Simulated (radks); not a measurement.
Task: The gadolinium ion Gd2+, 62 electrons, occupied as [Xe] 4f7 5d1. All-electron calculation, Dirac Kohn-Sham, LDA (Slater exchange, Perdew-Wang correlation), spin-unpolarised, spherical densities, finite nucleus; open shells fill j = l - 1/2 first; Fermi nuclear charge, rms radius 5.1569 fm. Program: a radial shooting solver on a logarithmic mesh with Libxc functionals. Some entries of the table are withheld. Estimate them.

| orbital | occ. | eigenvalue (hartree) | r(max) (bohr) | <r^2> (bohr^2) |
|---|---|---|---|---|
| 1s1/2 | 2 | -1837.781 | 0.01393 | 0.0006559 |
| 2s1/2 | 2 | (1) | 0.07924 | 0.01023 |
| 2p1/2 | 2 | -288.5946 | 0.05982 | 0.007422 |
| 2p3/2 | 4 | -263.0532 | 0.06565 | 0.008656 |
| 3s1/2 | 2 | -67.69995 | 0.2247 | 0.06831 |
| 3p1/2 | 2 | -61.10913 | (2) | 0.06359 |
| 3p3/2 | 4 | -55.87244 | (3) | 0.07068 |
| 3d3/2 | 4 | -44.43713 | 0.1779 | 0.05639 |
| 3d5/2 | 6 | -43.29501 | 0.1814 | 0.05837 |
| 4s1/2 | 2 | -14.01490 | 0.5161 | 0.3458 |
| 4p1/2 | 2 | -11.44888 | 0.5202 | 0.3635 |
| 4p3/2 | 4 | -10.27735 | 0.5467 | 0.4027 |
| 4d3/2 | 4 | -6.03920 | 0.5542 | 0.4615 |
| 4d5/2 | 6 | -5.82746 | 0.5628 | 0.4770 |
| 5s1/2 | 2 | -2.33455 | 1.195 | 1.994 |
| 5p1/2 | 2 | -1.62390 | 1.301 | (4) |
| 5p3/2 | 4 | -1.46085 | 1.378 | (5) |
| 4f5/2 | 6 | -0.84235 | 0.5641 | 0.9590 |
| 4f7/2 | 1 | -0.81453 | 0.5691 | 0.9893 |
| 5d3/2 | 1 | -0.57152 | 1.871 | (6) |
| 5d5/2 | 0 | -0.55819 | 1.912 | (7) |

Result: 
(1) 2s1/2 eigenvalue (hartree): -303.7522
(2) 3p1/2 r(max) (bohr): 0.2118
(3) 3p3/2 r(max) (bohr): 0.2242
(4) 5p1/2 <r^2> (bohr^2): 2.516
(5) 5p3/2 <r^2> (bohr^2): 2.842
(6) 5d3/2 <r^2> (bohr^2): 6.349
(7) 5d5/2 <r^2> (bohr^2): 6.603
